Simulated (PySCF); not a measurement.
# HRuN: breathing scan

Level of theory: PySCF, UPBE0, basis Ru def2-TZVP with ECP28, N def2-TZVP, H def2-TZVP (scalar-relativistic core potentials, no spin–orbit coupling, density fitting).

Rigid scan from the triplet minimum (Ru–H 1.610 Å, Ru–N 1.594 Å; H–Ru–N 107.0°). Coordinate: all bonds to the central atom scaled together. Energies in kJ/mol from the minimum.

```csv
scale of all bonds to the centre,E (kJ/mol),dipole size (D),⟨S²⟩
0.88,186.5,1.13,2.01
0.92,73.8,1.58,2.01
0.96,16.5,2.00,2.01
1.00,0.0,2.37,2.02
1.04,13.1,2.69,2.04
1.08,46.7,2.95,2.09
1.14,118.5,3.26,2.30
1.22,228.0,3.54,2.65
1.35,375.9,3.75,3.58
```

Spin contamination is strong at 1.14, 1.22, 1.35, so these points are less reliable.

Other spin states or occupations of the open shell can lie lower. At this level a singlet minimum of Cs symmetry lies 26 kJ/mol below the start of the scan.
